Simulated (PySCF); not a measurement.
**BiC at ROHF-CCSD(T)**

Computed with ROHF-CCSD(T); basis Bi aug-cc-pVDZ-PP with ECP60, C aug-cc-pVDZ; scalar-relativistic core potentials; PySCF 2.14.

For BiC, the state is doublet, unpaired electrons σ ↑. The bond length is 2.011 Å. The harmonic wavenumber is 715 cm⁻¹. The force constant is 3.42 mdyn/Å. The rotational constant Be is 0.3672 cm⁻¹, the anharmonicity ωexe is 4.01 cm⁻¹ and the vibration–rotation constant αe is 0.00266 cm⁻¹. The well depth De to Bi + C is 2.55 eV. The dissociation energy D0 is 2.50 eV.

Correlated steps freeze 5 core orbitals. Correlated levels converge slowly with the basis: in double zeta they bind strong bonds too weakly, by up to about 1 eV, and carry superposition errors of some tenths. Spin–orbit coupling is left out, which matters for elements this heavy, above all for dissociation energies. The state is the lowest determinant that a PBE0 search found; another state may lie lower at other levels.
